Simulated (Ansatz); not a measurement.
Harmonic frequencies (cm⁻¹) at PBE0-D4/def2-TZVP from Ansatz: 67, 98, 144, 168, 195, 258, 275, 334, 415, 642, 677, 756, 784, 835, 889, 912, 934, 1144, 1182, 1215, 1278, 1447, 1450, 1480, 1494, 1500, 1586, 2192, 3002, 3048, 3058, 3108, 3128, 3139, 3605, 3697.

Each molecule was computed in one conformer, which needn't be the lowest.

Which molecule is it?
A. `NCCO[SiH3]`
B. `CN[SiH](C)O`
C. `CN(C)[SiH2]O`
D. `CO[SiH](C)N`

D.
